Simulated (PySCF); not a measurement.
**Correlation energy of Bi(3+) (bismuth, charge +3)**

[Xe] 4f14 5d10 6s2, closed-shell 1S. Calculation: PySCF 2.14, in cc-pVDZ-PP with ECP60MDF; scalar relativity through the core potential. Frozen: 5s2 5p6 5d10; 2 electrons correlated.

Total MP2 correlation energy: -17.55 mhartree.

Same-spin part 0.00 and opposite-spin part -17.55 mhartree; SCS-MP2 scales them by 1/3 and 6/5 to -21.06 mhartree.

With two correlated electrons CCSD is exact within the correlated space (frozen core and kept virtual orbitals).

```tsv
level	correlation energy (mhartree)
CCSD	-24.80
```

Diagnostics: T1 = 0.00031, D1 = 0.0004, largest double amplitude 0.077.

Cost of the coupled-cluster step: 0.04 s of wall time on 1 thread of Neoverse-V1 (shared host), for 2 correlated electrons.

Iterations:

```
CC2 = 0
CCSD nocc = 1, nmo = 14
frozen orbitals [0, 1, 2, 3, 4, 5, 6, 7, 8]
max_cycle = 100
direct = 0
conv_tol = 1e-08
conv_tol_normt = 1e-06
diis_space = 8
diis_start_cycle = 0
Init t2, MP2 energy = -211.898349750462  E_corr(MP2) -0.0175499914266059
Init E_corr(CCSD) = -0.0175499914266227
cycle = 1  E_corr(CCSD) = -0.0225335770992081  dE = -0.00498358567  norm(t1,t2) = 0.0302197
cycle = 2  E_corr(CCSD) = -0.0240526019311792  dE = -0.00151902483  norm(t1,t2) = 0.010242
cycle = 3  E_corr(CCSD) = -0.0248100264476104  dE = -0.000757424516  norm(t1,t2) = 0.00360377
cycle = 4  E_corr(CCSD) = -0.0248023239559912  dE = 7.70249162e-06  norm(t1,t2) = 0.000103174
cycle = 5  E_corr(CCSD) = -0.0248023989112871  dE = -7.49552958e-08  norm(t1,t2) = 4.79181e-06
cycle = 6  E_corr(CCSD) = -0.0248022610260075  dE = 1.3788528e-07  norm(t1,t2) = 5.85827e-07
cycle = 7  E_corr(CCSD) = -0.0248022728569876  dE = -1.18309801e-08  norm(t1,t2) = 9.5408e-08
cycle = 8  E_corr(CCSD) = -0.0248022759823626  dE = -3.12537507e-09  norm(t1,t2) = 4.01406e-08
CCSD converged
E(CCSD) = -211.9056020350178  E_corr = -0.02480227598236265
```
